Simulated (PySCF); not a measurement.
# Nitrogen: a sound run and one with changed settings

Sound run: N²⁺ [He] 2s2 2p1, N³⁺ [He] 2s2. Computed with PySCF 2.14 in cc-pVDZ-DK, with scalar relativity by spin-free X2C-1e. The sound run starts from symmetry-adapted Hartree-Fock orbitals and uses a fine grid where one is needed.

A second run was set up differently.

```
species  method  sound run (hartree)  changed run (hartree)  converged
    N²⁺     UHF            -52.83536              -52.82994         no
    N²⁺    PBE0            -52.92099              -52.91944         no
    N²⁺   M06-L            -52.97490              -52.97425         no
    N³⁺     UHF            -51.09721              -51.09476         no
    N³⁺    PBE0            -51.15592              -51.15591         no
    N³⁺   M06-L            -51.21038              -51.21009         no
```

Q: What was changed?
A. minimal basis
B. radial grid too coarse
C. all electrons correlated in a valence basis
D. too few SCF iterations

A: D. It used initial guess atom, at most 2 SCF cycles. The SCF was stopped early; the energies are upper bounds that still move, and correlated levels were skipped or rest on poor orbitals.
